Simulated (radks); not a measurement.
Task: Li III, 1 electrons, occupied as 1s1. Calculated with a radial shooting solver on a logarithmic mesh with Libxc functionals: scalar-relativistic Kohn-Sham, LDA (Slater exchange, VWN5 correlation), spin-polarised, spherical densities, finite nucleus; open shells are filled with parallel spins first; Fermi nuclear charge, rms radius 2.444 fm. Some entries of the table are withheld. Estimate them.

orbital  occ.  eigenvalue (hartree)  <r> (bohr)  <1/r> (bohr^-1)
1s up       1              -3.74866      0.5097            2.960
2s up       0              -0.68186         (1)           0.6532
2p up       0              -0.63519       1.962           0.6496

Result: 
(1) 2s up <r> (bohr): 2.267
